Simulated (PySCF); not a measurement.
Isomers of C7H13OP, mass 144.070 u with the commonest isotopes. Level of theory: PBE0/pcSseg-1 in PySCF (dipole) on a GFN2-xTB geometry, gas phase. One conformer each, none proved a minimum here; rigid rotors.

Task: Order these by rotational constant C, largest first.
A. `[CH3:1][CH2:2][C:3]1=[CH:4][P@@:5]1(=[O:6])[CH:7]([CH3:8])[CH3:9]` with C1–C2–C3–C4 128°, C4–P5–C7–C8 35°
B. `P12(=O)CCC(CC2)CC1`
C. `[CH3:1][CH2:2][C:3]1=[C:4]([CH3:5])[CH2:6][CH2:7][P@@H:8]1=[O:9]` with C1–C2–C3–C4 -123°, C3–C4–C6–C7 19°, C4–C6–C7–P8 -27°, C6–C7–P8–O9 149°, C2–C3–P8–C7 167°
D. `[CH2:1]=[CH:2][C@@H:3]1[CH2:4][CH2:5][C@H:6]([CH3:7])[P@H:8]1=[O:9]` with C1–C2–C3–C4 -138°, C2–C3–C4–C5 -160°, C3–C4–C5–C6 51°, C4–C5–C6–C7 84°, C5–C6–P8–O9 -112°

Result: B (1348 MHz), D (864.1 MHz), C (834.9 MHz), A (789.2 MHz).

Task: Order these by radius of gyration √(Σ m r²/M), largest first.
A. `[CH2:1]=[CH:2][CH2:3][P@:4]([CH3:5])(=[O:6])[C:7](=[CH2:8])[CH3:9]` with C1–C2–C3–P4 92°, C2–C3–P4–C5 62°, C3–P4–C7–C8 128°
B. `[CH3:1][CH2:2][C:3]1=[CH:4][P@@:5]1(=[O:6])[CH:7]([CH3:8])[CH3:9]` with C1–C2–C3–C4 128°, C4–P5–C7–C8 35°
C. `O=P12CCC(CC1)CC2`
D. `[CH2:1]=[CH:2][C@@H:3]1[CH2:4][CH2:5][C@H:6]([CH3:7])[P@H:8]1=[O:9]` with C1–C2–C3–C4 -138°, C2–C3–C4–C5 -160°, C3–C4–C5–C6 51°, C4–C5–C6–C7 84°, C5–C6–P8–O9 -112°

Result: B (2.214 Å), A (2.175 Å), D (2.118 Å), C (1.848 Å).

Task: Order these by rotational constant B, largest first.
A. `O=P12CCC(CC1)CC2`
B. `[CH3:1][CH2:2][C:3]1=[C:4]([CH3:5])[CH2:6][CH2:7][P@@H:8]1=[O:9]` with C1–C2–C3–C4 -123°, C3–C4–C6–C7 19°, C4–C6–C7–P8 -27°, C6–C7–P8–O9 149°, C2–C3–P8–C7 167°
C. `[CH2:1]=[CH:2][C@@H:3]1[CH2:4][CH2:5][C@H:6]([CH3:7])[P@H:8]1=[O:9]` with C1–C2–C3–C4 -138°, C2–C3–C4–C5 -160°, C3–C4–C5–C6 51°, C4–C5–C6–C7 84°, C5–C6–P8–O9 -112°
D. `[CH3:1][CH2:2][C:3]1=[CH:4][P@@:5]1(=[O:6])[CH:7]([CH3:8])[CH3:9]` with C1–C2–C3–C4 128°, C4–P5–C7–C8 35°

Result: B (1437 MHz), A (1348 MHz), C (1093 MHz), D (918.4 MHz).

```
                      SMILES  point group  Ia (u·Å²)  Ib (u·Å²)  Ic (u·Å²)      κ  μa (D)  μb (D)  μc (D)
            O=P12CCC(CC1)CC2           C3     233.86     374.86     375.04  -1.00    4.64    0.00    0.01
C=C[C@@H]1CC[C@H](C)[P@H]1=O           C1     245.02     462.40     584.83  -0.62    0.99    3.80    1.26
       CCC1=C[P@@]1(=O)C(C)C           C1     221.71     550.31     640.39  -0.83    0.43    4.15    0.36
        CCC1=C(C)CC[P@@H]1=O           C1     316.76     351.78     605.29   0.58    4.32    0.61    1.68
       C=CC[P@](C)(=O)C(=C)C           C1     222.38     555.52     585.61  -0.93    1.35    3.67    0.44
```
